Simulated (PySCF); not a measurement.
C2H4N, SMILES C(C)#[NH+], charge +1. The structure is a stationary point at PBE-D3(BJ)/def2-TZVP. The isomer is the one that the SMILES or the coordinates give; other isomers of the formula were not compared.

The numbers are results of PBE-D3(BJ)/def2-TZVP (PySCF), not measurements.

Harmonic wavenumbers (cm⁻¹): 384, 385, 523, 523, 935, 990, 990, 1332, 1367, 1367, 2317, 2962, 3044, 3044, 3604. Rotational constants (GHz): 154.2, 8.619, 8.619; symmetry number 3.

### Question
Work out the zero-point energy and the ideal-gas rigid-rotor harmonic-oscillator thermochemistry at 298.15 K and 1 atm.

### Answer
ZPE = ½ Σ hcν = ½ × 23767 cm⁻¹ = 33.98 kcal/mol. H − E(el) = 37.11 kcal/mol. Entropy in cal/(mol K): translation 37.14, rotation 18.68, vibration 3.63, total 59.45. G − E(el) = 19.38 kcal/mol. Cp = 14.96 cal/(mol K).
